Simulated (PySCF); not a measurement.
# Computed structure and properties of Eu(NH2)3

System: Eu(NH2)3 (singlet in the valence; each metal's 4f electrons, 6 of them, lie in its core potential, out of spins and levels); start: displaced along the imaginary mode (C1). Method: PySCF 2.14.0, RKS PBE0, Eu lcecp-1-SVP with ECP52, N def2-SVP, H def2-SVP; non-relativistic Hamiltonian with scalar-relativistic core potentials where named; density fitting; no spin-orbit coupling.

Input of the relaxation:

```python
mol = gto.M(atom='''
Eu     0.00000     0.00000    -0.00000
N      2.24038     0.00000     0.00038
H      2.87025     0.25000     0.80409
H      2.86930    -0.25000    -0.80410
N     -1.12019     1.94023     0.01181
H     -1.32888     2.56352     0.80386
H     -1.54089     2.40708    -0.80433
N     -1.12019    -1.94023    -0.01219
H     -1.53041    -2.41258     0.80433
H     -1.33936    -2.55801    -0.80385''',
    basis={'Eu': 'lcecp-1-SVP', 'N': 'def2-SVP', 'H': 'def2-SVP'},
    ecp={'Eu': 'lcecp-1-SVP'},
    charge=0, spin=0)
mf = dft.RKS(mol, xc='PBE0')
mf.grids.atom_grid = (50, 194)  # f atoms: unpruned, at least (60, 302)
mf = mf.density_fit()  # fitting sets: Eu AutoAux, N def2-universal-JKFIT, H def2-universal-JKFIT
mf.conv_tol = 1e-08; mf.max_cycle = 55
mf.kernel(dm0)  # dm0: converged density of the start geometry
# quasi-Newton relaxation in Cartesian coordinates to a largest gradient under 0.00045 Eh/bohr, steps kept in the point group
```

Run from Python with OMP_NUM_THREADS=2; the lines above give its settings. Where DIIS fails, smearing, a level shift and second-order steps follow.
It took 3.1 min on 2 threads of Arm Neoverse V1, on a shared host, from the converged density of the start.

Course of the relaxation:

```json
{"step": "0", "energy above end (eV)": "0.9203", "largest force component within the symmetry (eV/Å)": "1.129"}
{"step": "1", "energy above end (eV)": "0.8083", "largest force component within the symmetry (eV/Å)": "0.180"}
{"step": "2", "energy above end (eV)": "0.6611", "largest force component within the symmetry (eV/Å)": "0.690"}
{"step": "3", "energy above end (eV)": "0.6261", "largest force component within the symmetry (eV/Å)": "1.368"}
{"step": "4", "energy above end (eV)": "0.4711", "largest force component within the symmetry (eV/Å)": "0.590"}
{"step": "5", "energy above end (eV)": "0.4274", "largest force component within the symmetry (eV/Å)": "1.119"}
{"step": "6", "energy above end (eV)": "0.3616", "largest force component within the symmetry (eV/Å)": "0.906"}
{"step": "7", "energy above end (eV)": "0.3011", "largest force component within the symmetry (eV/Å)": "0.257"}
{"step": "35", "energy above end (eV)": "0.0027", "largest force component within the symmetry (eV/Å)": "0.063"}
{"step": "36", "energy above end (eV)": "0.0010", "largest force component within the symmetry (eV/Å)": "0.082"}
{"step": "37", "energy above end (eV)": "0.0006", "largest force component within the symmetry (eV/Å)": "0.058"}
{"step": "38", "energy above end (eV)": "0.0001", "largest force component within the symmetry (eV/Å)": "0.035"}
{"step": "39", "energy above end (eV)": "0.0000", "largest force component within the symmetry (eV/Å)": "0.020"}
{"step": "40", "energy above end (eV)": "0.0000", "largest force component within the symmetry (eV/Å)": "0.012"}
```
(The steps between are left out.)

Relaxed geometry (nearly D3h):

```xyz
10

Eu   -0.0060   -0.0031    0.0190
N     2.2036   -0.0010    0.0028
H     2.8224    0.8074    0.0810
H     2.8270   -0.8041   -0.0934
N    -1.1037    1.9043    0.2241
H    -0.7021    2.8382    0.3217
H    -2.1146    2.0486    0.2304
N    -1.1061   -1.9053   -0.2169
H    -2.1170   -2.0481   -0.2395
H    -0.7035   -2.8369   -0.3292
```

| contact | Å |
| --- | --- |
| Eu1–N2 (NH2) | 2.210 |
| Eu1–N5 (NH2) | 2.210 |
| Eu1–N8 (NH2) | 2.210 |

On the finer grid (75, 302):

| Item | Value |
| --- | --- |
| HOMO | -5.97 eV |
| LUMO | -1.08 eV |
| Dipole about the centre of mass | 0.05 D |
| Set of Mulliken populations of Eu1 outside the core potential | s 2.21, p 6.32, d 1.48, f 0.07 |
| D3(BJ) dispersion energy (not in the energies) | -0.141 eV |

```csv
atom,Mulliken (e),Löwdin (e),spin (e)
Eu1,0.92,0.56,0.00
N2,-0.55,-0.32,0.00
H3,0.12,0.07,0.00
H4,0.12,0.07,0.00
N5,-0.55,-0.32,0.00
H6,0.12,0.07,0.00
H7,0.12,0.07,0.00
N8,-0.55,-0.32,0.00
H9,0.12,0.07,0.00
H10,0.12,0.07,0.00
```

The 4f levels lie in the core potential and are missing. Their spin isn't counted.

On the grid (50, 194), as all that follows. Harmonic modes: a minimum within the noise of the softest modes; lowest 21 cm⁻¹ (negative: unstable), highest 3612 cm⁻¹, zero-point energy 1.945 eV.

Taking off one NH2 (charge -1, singlet; the rest: singlet) in vacuum, both parts rigid, costs 10.47 eV; the small basis without counterpoise inflates it. Most of it is the attraction of opposite charges; other ways to part are cheaper, and one spin state was tried for the rest.

Rigid scan of NH2 along the line from its metal:

| distance to N2 (Å) | energy (eV) |
| --- | --- |
| 1.91 | 0.975 |
| 2.01 | 0.378 |
| 2.11 | 0.082 |
| 2.21 | 0.000 |
| 2.31 | 0.065 |
| 2.41 | 0.229 |
| 2.61 | 0.727 |
| 2.91 | 1.628 |
| 3.31 | 2.775 |
| 3.81 | 3.928 |

One start shape was tried, so this needn't be the lowest isomer.

An lcecp potential fixes the number of 4f electrons, so in runs with it no electron can move into or out of that shell.
